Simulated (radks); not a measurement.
Task: The mean radii <r> (bohr) of the occupied orbitals of an atom or ion are listed with their occupations. Method: Dirac Kohn-Sham, LDA (Slater exchange, Perdew-Wang correlation), spin-unpolarised, spherical densities, finite nucleus; Fermi nuclear charge, rms radius of each element as measured or else 0.836 A^(1/3) + 0.57 fm; computed with a radial shooting solver on a logarithmic mesh with Libxc functionals.

orbital  occ.     <r>
1s1/2       1  0.1713
2s1/2       2  0.8370
2p1/2       2  0.7607
2p3/2       1  0.7619
3d3/2       1   3.170

Name the element and its charge. Open shells, if any, fill j = l - 1/2 first.

Result: Z = 9, fluorine, charge +2: F2+ in 1s1 2s2 2p3 3d1. The 1s radius gives Z: for a bare nucleus <r> = (2 gamma + 1)/(2Z) with gamma = sqrt(1 - (Z/c)^2), 0.1664 bohr for Z = 9, and screening makes it slightly larger (0.1713 here). The occupations add up to 7, and the charge is Z minus that.
